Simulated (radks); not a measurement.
Question: The mean radii <r> (bohr) of the occupied orbitals of an atom or ion are listed with their occupations. Calculated with a radial shooting solver on a logarithmic mesh with Libxc functionals: Dirac Kohn-Sham, SOGGA, spin-unpolarised, spherical densities, point nucleus.

orbital  occ.      <r>
1s1/2       2  0.05623
2s1/2       2   0.2555
2p1/2       2   0.2229
2p3/2       4   0.2261
3s1/2       2   0.7742
3p1/2       2   0.8100
3p3/2       4   0.8198
3d3/2     2.8    1.067
3d5/2     4.2    1.075
4s1/2       2    2.888

Name the element and its charge. Open shells, if any, are shared by 2j + 1.

Answer: Z = 27, cobalt, charge 0: Co in [Ar] 3d7 4s2. The 1s radius gives Z: for a bare nucleus <r> = (2 gamma + 1)/(2Z) with gamma = sqrt(1 - (Z/c)^2), 0.05483 bohr for Z = 27, and screening makes it slightly larger (0.05623 here). The occupations add up to 27, and the charge is Z minus that.
